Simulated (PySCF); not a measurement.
Geometry:
```json
{"atom": "N1", "x (Å)": "-0.368", "y (Å)": "1.508", "z (Å)": "1.956"}
{"atom": "C2", "x (Å)": "-1.034", "y (Å)": "1.410", "z (Å)": "0.889"}
{"atom": "C3", "x (Å)": "-0.641", "y (Å)": "0.693", "z (Å)": "-0.382"}
{"atom": "C4", "x (Å)": "-1.586", "y (Å)": "-0.451", "z (Å)": "-0.731"}
{"atom": "C5", "x (Å)": "-1.010", "y (Å)": "-1.598", "z (Å)": "0.095"}
{"atom": "C6", "x (Å)": "0.485", "y (Å)": "-1.382", "z (Å)": "-0.045"}
{"atom": "O7", "x (Å)": "0.631", "y (Å)": "0.045", "z (Å)": "-0.218"}
{"atom": "Al8", "x (Å)": "2.413", "y (Å)": "0.913", "z (Å)": "-0.375"}
{"atom": "H9", "x (Å)": "0.546", "y (Å)": "1.044", "z (Å)": "1.862"}
{"atom": "H10", "x (Å)": "-2.030", "y (Å)": "1.887", "z (Å)": "0.839"}
{"atom": "H11", "x (Å)": "-0.534", "y (Å)": "1.429", "z (Å)": "-1.195"}
{"atom": "H12", "x (Å)": "-1.530", "y (Å)": "-0.673", "z (Å)": "-1.808"}
{"atom": "H13", "x (Å)": "-2.632", "y (Å)": "-0.218", "z (Å)": "-0.485"}
{"atom": "H14", "x (Å)": "-1.318", "y (Å)": "-1.503", "z (Å)": "1.147"}
{"atom": "H15", "x (Å)": "-1.320", "y (Å)": "-2.589", "z (Å)": "-0.262"}
{"atom": "H16", "x (Å)": "1.070", "y (Å)": "-1.682", "z (Å)": "0.836"}
{"atom": "H17", "x (Å)": "0.908", "y (Å)": "-1.869", "z (Å)": "-0.938"}
{"atom": "H18", "x (Å)": "2.837", "y (Å)": "0.909", "z (Å)": "1.177"}
{"atom": "H19", "x (Å)": "3.140", "y (Å)": "-0.160", "z (Å)": "-1.320"}
{"atom": "H20", "x (Å)": "1.920", "y (Å)": "2.300", "z (Å)": "-1.011"}
```

Geometry: PBE0-D3(BJ)/def2-SVP; GIAO absolute shieldings from PySCF 2.14.0 with density-fitted response routines, gas phase, non-relativistic, averaged over equivalent atoms.

At PBE0/pcSseg-1 (203 basis functions, 27 s wall time on 1 thread of an Arm Neoverse V2, shared host):
```
      atoms  σ (ppm)
         N1   -100.6
         C2     11.7
         C3     97.2
         C6    111.5
         C4    154.7
         C5    158.5
         O7    286.5
        Al8    407.1
         H9    19.91
        H10    23.82
        H11    26.69
H18/H19/H20    27.02
        H16    27.04
        H17    27.35
        H13    29.32
        H12    29.34
        H15    29.44
        H14    29.51
```

Question: Predict the values at WP04/pcSseg-1 on the same geometry.

Answer: 
```tsv
atoms	σ at WP04/pcSseg-1	change
N1	-105.3	-4.7
C2	0.6	-11.1
C3	82.8	-14.4
C6	96.8	-14.7
C4	140.2	-14.5
C5	143.9	-14.6
O7	267.7	-18.8
Al8	422.3	+15.2
H9	20.56	+0.65
H10	24.41	+0.59
H11	26.99	+0.30
H18/H19/H20	28.38	+1.36
H16	27.43	+0.39
H17	27.66	+0.31
H13	29.65	+0.33
H12	29.63	+0.29
H15	29.78	+0.34
H14	29.81	+0.30
```

The largest change is at O7 (donor oxygen of a Lewis adduct). Cost: 203 basis functions, 27 s wall time on 1 thread of an Arm Neoverse V2, shared host. The order of the carbon signals is the same at both levels.
